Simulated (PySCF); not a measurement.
**C4H11Si3: g tensor and hyperfine couplings**

Species: C₄H₁₁Si₃ (doublet state).
Geometry (GFN2-xTB, Å), atoms numbered from 1 in this order:
```
atom  x, y, z in Å
C1     3.6867   -0.2978   -0.7061
C2     2.4185   -0.1925   -0.0189
C3     1.3543   -0.0608    0.5419
Si4   -0.2372   -0.1076    1.4328
C5    -1.7523   -0.0124    0.2826
Si6   -1.8816    1.6744   -0.5880
Si7   -1.7460   -1.4831   -0.9231
H8     4.3733    0.4685   -0.3453
H9     4.1292   -1.2794   -0.5302
H10    3.5434   -0.1645   -1.7789
H11   -0.2662    0.8479    2.5450
H12   -2.6404   -0.1150    0.9151
H13   -3.0858    1.7297   -1.4213
H14   -1.9734    2.7323    0.4254
H15   -0.6952    1.8974   -1.4140
H16   -2.9407   -1.4675   -1.7754
H17   -0.5538   -1.4330   -1.7684
H18   -1.7416   -2.7305   -0.1497
```

The hyperfine couplings belong to this conformer and change with its torsions.

Identity: `CC#C[SiH]C([SiH3])[SiH3]` [radical].

Level of theory: UKS B3LYP, pcH-1 on C H Si, non-relativistic, mean-field spin-orbit, GIAO (PySCF). One conformer (not necessarily the lowest) at the GFN2-xTB geometry, without solvent, vibrations or thermal averaging. A GFN2-xTB geometry isn't a minimum of the functional, and hyperfine couplings can be far from their values at a DFT geometry, by a factor of two or more for some ions and for spin on atoms past the first row. Stability of the SCF solution: not tested.

| Item | Value |
| --- | --- |
| g1, g2, g3 | 2.00204, 2.00305, 2.00348 |
| g_iso | 2.00286 |
| Form of g | rhombic: the two nearest values differ by 30 % of g3 − g1 |
| ⟨S²⟩ | 0.7547 (exact 0.7500) |
| α and β electrons | 39, 38 |

Isotropic coupling and dipolar principal values T1 to T3, in G (MHz turned into gauss with g_iso; 10 G = 1 mT):

| atom | isotope | a_iso | of which spin–orbit | T1 | T2 | T3 | Mulliken spin population |
| --- | --- | --- | --- | --- | --- | --- | --- |
| C1 | 13C | -2.3 | 0.0 | -0.2 | 0.0 | 0.1 | -0.01 |
| C2 | 13C | 5.6 | 0.0 | -5.4 | -4.5 | 9.9 | 0.18 |
| C3 | 13C | 3.1 | 0.0 | -3.2 | -0.3 | 3.4 | -0.11 |
| Si4 | 29Si | -169.3 | 0.4 | -56.2 | 27.9 | 28.2 | 0.89 |
| C5 | 13C | 7.3 | 0.0 | -1.6 | -1.5 | 3.1 | 0.00 |
| Si6 | 29Si | -17.0 | 0.0 | -2.7 | 1.1 | 1.6 | 0.02 |
| Si7 | 29Si | -4.8 | 0.0 | -0.6 | 0.2 | 0.3 | 0.00 |
| H8 | 1H | 3.1 | 0.0 | -0.4 | -0.4 | 0.8 | 0.00 |
| H9 | 1H | 9.8 | 0.0 | -0.5 | -0.3 | 0.8 | 0.01 |
| H10 | 1H | 2.5 | 0.0 | -0.4 | -0.4 | 0.8 | 0.00 |
| H11 | 1H | 17.6 | 0.0 | -3.1 | 0.3 | 2.8 | 0.01 |
| H12 | 1H | 1.0 | 0.0 | -1.4 | -0.8 | 2.2 | 0.00 |
| H13 | 1H | 9.2 | 0.0 | -0.4 | -0.2 | 0.5 | 0.01 |
| H14 | 1H | -0.2 | 0.0 | -0.6 | -0.2 | 0.8 | 0.00 |
| H15 | 1H | -0.5 | 0.0 | -0.5 | -0.2 | 0.7 | 0.00 |
| H16 | 1H | 0.0 | 0.0 | -0.3 | -0.2 | 0.6 | 0.00 |
| H17 | 1H | -0.1 | 0.0 | -0.5 | -0.4 | 0.9 | 0.00 |
| H18 | 1H | -0.1 | 0.0 | -0.8 | -0.6 | 1.4 | 0.00 |

The largest Mulliken spin populations are on Si4 (+0.89), C2 (+0.18) and C3 (-0.11). The angles at Si4 add up to 339.4°, so it is pyramidal.

Axes: g2 points within 5° of the Si4–C5 bond.

Under fast tumbling the dipolar parts average out, and these isotropic splittings remain: 1 × 1H (H11, I = 1/2, 2 lines) with 1.76 mT, 3 × 1H (H8/H9/H10, I = 1/2, 4 lines) with 0.51 mT, 6 × 1H (H13 (×6), I = 1/2, 7 lines) with 0.14 mT and 1 × 1H (H12, I = 1/2, 2 lines) with 0.10 mT.

Class means assume fast exchange of nuclei equivalent by connectivity; if that motion is slow, each nucleus keeps its own coupling. The six 1H nuclei of mean +3.9 MHz run from -1.5 to 25.9 MHz in the frozen geometry. The three 1H nuclei of mean +14.4 MHz run from 7.0 to 27.5 MHz in the frozen geometry.

The 13C coupling of C5 (20.4 MHz) shows only in satellite lines or after enrichment, since that isotope makes up about 1.07 % of natural carbon.

The 29Si coupling of Si4 (-474.6 MHz) shows only in satellite lines or after enrichment, since that isotope makes up about 4.7 % of natural silicon.

Time: 2.6 min wall (with the writing of density and orbital grids); peak memory 1.1 GiB. Hardware: an Intel Xeon Platinum 8259CL at 2.50 GHz with one thread, shared host with 96 logical CPUs at a one-minute load of 40.
